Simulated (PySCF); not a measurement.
Run record: geometry optimisation, `C=CC[C@H](CC#N)SC`.

Method: PBE0-D3(BJ)/def2-SVP geometry optimisation, gas phase (PySCF 2.14.0). Start geometry: GFN2-xTB. The input is one job of a driver script: a line of settings, then coordinates in Å.

Input:
```
{"job": {"xc": "PBE0", "basis": "def2-SVP", "d3": "d3bj", "grid": 1, "kind": "geom"}, "charge": 0, "multiplicity": 1}
C      2.743820    -0.367086    -0.391475
C      1.512563    -0.769202    -0.142206
C      0.294223    -0.200907    -0.800307
C     -0.671448     0.423955     0.209607
C      0.005814     1.531862     1.022938
C      0.435036     2.601093     0.159985
N      0.761528     3.441264    -0.542917
S     -1.328480    -0.810508     1.407609
C     -2.484370    -1.706467     0.336822
H      3.595481    -0.801920     0.102931
H      2.951880     0.411440    -1.107542
H      1.321331    -1.547378     0.585372
H      0.582471     0.567995    -1.522055
H     -0.225689    -0.994993    -1.344374
H     -1.542650     0.831388    -0.313484
H      0.876597     1.124462     1.544364
H     -0.688980     1.933223     1.765992
H     -3.073533    -2.342788     0.988944
H     -3.130619    -0.997788    -0.173643
H     -1.940124    -2.316965    -0.378405
```

Output:
```
step   0  E = -725.38525043  max force = 0.026877
step   1  E = -725.38812095  max force = 0.002396
step   2  E = -725.38819657  max force = 0.000921
step   3  E = -725.38820090  max force = 0.001475
step   4  E = -725.38823462  max force = 0.000620
step   5  E = -725.38824430  max force = 0.000244
optimisation converged
```

Energies in Eh; «max force» is the largest Cartesian gradient component in Eh/bohr.

Q: Give the first gradient maximum in eV/Å.

A: With 1 Eh/bohr = 51.422 eV/Å, 1.382 eV/Å.

Q: How much energy does the optimisation release, in kcal/mol?

A: E(step 0) − E(last step) = 0.002994 Eh, which is 1.9 kcal/mol.

Main results: final energy -725.38824 Eh after 5 steps; dipole 3.61 D.

Cost: about 3 min of CPU time on one thread; the machine was shared, so the figure is rough.
Labels such as C1 count atoms from 1, the log's own numbers from 0.
